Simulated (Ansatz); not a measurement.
C4H8BF (`BC/C=C(/C)F`), relaxed with RKS PBE-D4/def2-SVP in Ansatz from a rough embedded geometry. The force threshold is 0.03 eV/Å; the program also tests the step.

Charge 0, multiplicity 1.

Start:

```xyz
14

B    -1.447   -0.527    1.694
C    -0.484   -1.333    0.742
C     0.480   -0.382    0.160
C     0.239    0.461   -0.889
C     1.194    1.405   -1.423
F    -1.096    0.457   -1.359
H    -2.625   -0.609    1.496
H    -1.031    0.001    2.637
H     0.056   -2.104    1.290
H    -1.055   -1.859   -0.081
H     1.505   -0.375    0.499
H     2.043    0.821   -1.892
H     0.686    1.974   -2.217
H     1.534    2.071   -0.657
```

```json
{"step": "1", "energy (eV)": "-7654.8007", "largest force (eV/Å)": "3.304", "largest move (Å)": "0.000"}
{"step": "2", "energy (eV)": "-7655.0638", "largest force (eV/Å)": "1.337", "largest move (Å)": "0.155"}
{"step": "3", "energy (eV)": "-7655.1763", "largest force (eV/Å)": "0.568", "largest move (Å)": "0.107"}
{"step": "4", "energy (eV)": "-7655.2009", "largest force (eV/Å)": "0.223", "largest move (Å)": "0.036"}
{"step": "5", "energy (eV)": "-7655.2300", "largest force (eV/Å)": "0.246", "largest move (Å)": "0.106"}
{"step": "6", "energy (eV)": "-7655.2923", "largest force (eV/Å)": "0.550", "largest move (Å)": "0.196"}
{"step": "7", "energy (eV)": "-7655.3539", "largest force (eV/Å)": "0.657", "largest move (Å)": "0.195"}
{"step": "8", "energy (eV)": "-7655.4203", "largest force (eV/Å)": "0.530", "largest move (Å)": "0.195"}
{"step": "9", "energy (eV)": "-7655.4294", "largest force (eV/Å)": "0.988", "largest move (Å)": "0.196"}
{"step": "10", "energy (eV)": "-7655.4837", "largest force (eV/Å)": "0.182", "largest move (Å)": "0.121"}
{"step": "11", "energy (eV)": "-7655.5031", "largest force (eV/Å)": "0.340", "largest move (Å)": "0.148"}
{"step": "12", "energy (eV)": "-7655.5119", "largest force (eV/Å)": "0.271", "largest move (Å)": "0.050"}
{"step": "13", "energy (eV)": "-7655.5277", "largest force (eV/Å)": "0.142", "largest move (Å)": "0.111"}
{"step": "14", "energy (eV)": "-7655.5344", "largest force (eV/Å)": "0.155", "largest move (Å)": "0.130"}
{"step": "15", "energy (eV)": "-7655.5388", "largest force (eV/Å)": "0.106", "largest move (Å)": "0.040"}
{"step": "16 (rejected)", "energy (eV)": "-7655.5347", "largest force (eV/Å)": "0.283", "largest move (Å)": "0.043"}
{"step": "17", "energy (eV)": "-7655.5404", "largest force (eV/Å)": "0.031", "largest move (Å)": "0.021"}
{"step": "18", "energy (eV)": "-7655.5410", "largest force (eV/Å)": "0.026", "largest move (Å)": "0.042"}
```

End:

```xyz
14

B    -1.172   -0.302    1.334
C    -0.498   -1.617    0.775
C     0.436   -0.547    0.290
C     0.196    0.240   -0.801
C     0.974    1.424   -1.256
F    -0.813   -0.076   -1.633
H    -2.085    0.200    0.709
H    -0.812    0.187    2.389
H    -0.010   -2.301    1.490
H    -1.031   -2.143   -0.035
H     1.309   -0.271    0.899
H     1.404    1.235   -2.262
H     0.310    2.308   -1.350
H     1.792    1.662   -0.551
```

It took 22 s on 4 threads of an Arm Neoverse V2 on a shared host, with 0.16 GiB of host memory at the peak.
